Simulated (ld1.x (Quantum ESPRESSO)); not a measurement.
**Ni: excitation energies, all-electron against PAW**

| Item | Value |
| --- | --- |
| Element | Ni |
| Generator | ld1.x (Quantum ESPRESSO) 7.5 |
| Type | PAW |
| Functional | PBE |
| Relativity | scalar-relativistic |
| Frozen core | [Ne] |
| Valence charge | 18 |
| Reference configuration | 3s2 3p6 3d7 4s0 4p0 (charge +3) |
| Partial waves | 3s (bound): rcut 0.95, rcutus 1.00 bohr; 4s (bound, empty): rcut 0.95, rcutus 1.00 bohr; 3p (bound): rcut 1.05, rcutus 1.25 bohr; 4p (bound, empty): rcut 1.05, rcutus 1.25 bohr; 3d (bound): rcut 0.85, rcutus 0.95 bohr; 3d channel at -0.15 Ry: rcut 0.85, rcutus 0.95 bohr |
| Local potential | all-electron potential smoothed inside 1.20 bohr (lloc = -1) |
| Core correction | a·sin(br)/r model core inside 0.50 bohr |
| Augmentation charge | BESSEL, radius 0.70 bohr |

Energies are relative to the spin-unpolarised reference configuration 3s2 3p6 3d7 4s0 4p0; without spin polarisation the order of configurations can differ from experiment.

```csv
valence configuration,charge,ΔE all-electron (eV),error AE − PS (meV)
3s2 3p6 3d8 4s2 4p0,0,-64.140,+8.5
3s2 3p6 3d8 4s1 4p0,+1,-54.818,+6.9
3s2 3p6 3d8 4s0 4p0,+2,-37.467,+4.2
3s2 3p6 3d9 4s1 4p0,0,-65.735,+9.0
3s2 3p5 3d8 4s2 4p0,+1,15.384,-25
3s2 3p6 3d7 4s2 4p0,+1,-48.021,+4.0
3s1 3p6 3d8 4s2 4p0,+1,55.256,-19
```

Levels in the configuration 3s1 3p6 3d8 4s2 4p0:

| level | all-electron (eV) | pseudo (eV) |
| --- | --- | --- |
| 3s | -128.427 | -128.435 |
| 3p | -88.550 | -88.572 |
| 3d | -25.002 | -25.010 |
| 4s | -15.093 | -15.093 |
